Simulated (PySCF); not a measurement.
Vertical excitations of a molecule C₅H₅Cl from TDA-PBE/def2-SVPD run with PySCF, as energy in eV (oscillator strength): 4.59 (0.000), 4.84 (0.000), 5.19 (0.141), 5.54 (0.128), 5.57 (0.000), 5.84 (0.000), 6.22 (0.000), 6.44 (0.436), 6.45 (0.001), 6.58 (0.004). Lowest triplet (TDA): 3.10 eV. The structure is a stationary point at PBE-D3(BJ)/def2-SVP. One conformer was computed; it need not be the lowest.

**Question.** Which molecule gave these data?
A. CC#C/C=C\Cl
B. C#CCC(=C)Cl
C. C=C(Cl)C#CC
D. C#C[C@H]1C[C@H]1Cl

**Answer.** C, C=C(Cl)C#CC
